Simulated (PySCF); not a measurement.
Species: Si(SnH3)4.
Structure used (PBE0-D3(BJ)/def2-SVP), in Å, numbered top down from 1:
```xyz
17
H12SiSn4 angstrom
Si     0.0070    0.0050   -0.0032
Sn     0.9351    1.7646   -1.6372
Sn     0.1921   -2.3373   -1.0559
Sn     1.3391    0.0636    2.1981
Sn    -2.4664    0.5132    0.5038
H     -0.1624    1.9863   -2.9362
H      2.4455    1.2531   -2.2685
H      1.1546    3.2647   -0.8351
H     -0.4547   -2.3268   -2.6442
H     -0.6820   -3.4727   -0.1131
H      1.8332   -2.8288   -1.1319
H      2.9875   -0.3038    1.9001
H      0.7090   -1.0882    3.3019
H      1.2384    1.6209    2.9085
H     -2.5934    1.9143    1.4854
H     -3.3366    0.7794   -0.9494
H     -3.1747   -0.8080    1.3372
```

Theory: TDDFT PBE0/def2-SVPD, vertical, gas phase, core orbitals frozen in the response, def2 core potentials past Kr (PySCF 2.14.0, density-fitted response routines). Spin–orbit coupling is left out.

Ground-to-excited transition dipoles (e·a0, same axes as the geometry; the sign carries no meaning), for the states with f of 0.002 or more among the lowest 9:

```json
{"state": "S4", "E (hartree)": "0.2126", "μx": "0.554", "μy": "0.141", "μz": "0.415"}
{"state": "S5", "E (hartree)": "0.2127", "μx": "-0.392", "μy": "0.459", "μz": "0.309"}
{"state": "S6", "E (hartree)": "0.2130", "μx": "-0.242", "μy": "-0.482", "μz": "0.413"}
{"state": "S7", "E (hartree)": "0.2142", "μx": "0.081", "μy": "0.028", "μz": "-0.106"}
{"state": "S8", "E (hartree)": "0.2144", "μx": "0.029", "μy": "-0.123", "μz": "0.014"}
{"state": "S9", "E (hartree)": "0.2168", "μx": "-0.049", "μy": "0.074", "μz": "-0.082"}
```

Q: Work out the oscillator strengths.

A: f = (2/3) ΔE |μ|² with ΔE in hartree (27.2114 eV).

```csv
state,|μ|² (au),|μ| (D),f
S4,0.499,1.80,0.071
S5,0.460,1.72,0.065
S6,0.461,1.73,0.066
S7,0.019,0.35,0.003
S8,0.016,0.32,0.002
S9,0.015,0.31,0.002
```

Q: How is the summed strength of these states shared among x, y and z?

A: (2/3) Σ ΔE μα² gives 0.075 for x, 0.069 for y and 0.065 for z, 0.209 in all.

S4/S5/S6 and S7/S8 coincide within about 0.01 eV; within a degenerate level the directions of the single components are arbitrary.
